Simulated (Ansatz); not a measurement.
The cluster Zn2Cl5⁻. The state is a singlet with charge -1. Geometry PBE-D4/def2-SVPD, basis def2-TZVPD, Ansatz.

```xyz
7

Zn   -0.365   -1.720    0.058
Zn    0.318    1.465   -0.044
Cl    1.014   -0.588   -1.338
Cl    2.066    2.136    1.154
Cl   -0.869   -3.847    0.095
Cl   -1.087    2.603   -1.339
Cl   -1.077   -0.049    1.414
```

| run | HOMO (eV) | LUMO (eV) |
| --- | --- | --- |
| A | -4.20 | 1.54 |
| B | -4.60 | 1.88 |
| C | -6.90 | 2.92 |
| D | -3.55 | 1.40 |
| E | -3.23 | 1.05 |
| F | -7.04 | 3.41 |

HSE06 is defined as in plane-wave codes, on full-range PBE exchange. Another isomer (singlet) lies 0.23 eV lower at PBE0-D4/def2-TZVPD; other spin states weren't run for this one.

Question: The runs used HSE06, PBE, PBE0, r2SCAN, ωB97M-V, ωB97X-V. Estimate which is which.

Answer: A HSE06 (range-separated); B PBE0 (25 % exact exchange); C ωB97M-V (range-separated); D r2SCAN (0 % exact exchange); E PBE (0 % exact exchange); F ωB97X-V (range-separated). Exact exchange lowers occupied and raises empty levels; among semilocal functionals meta-GGAs tend to open the gap a little, and such runs are hard to tell apart. The gap grows from 4.29 eV (PBE) to 10.45 eV (ωB97X-V).
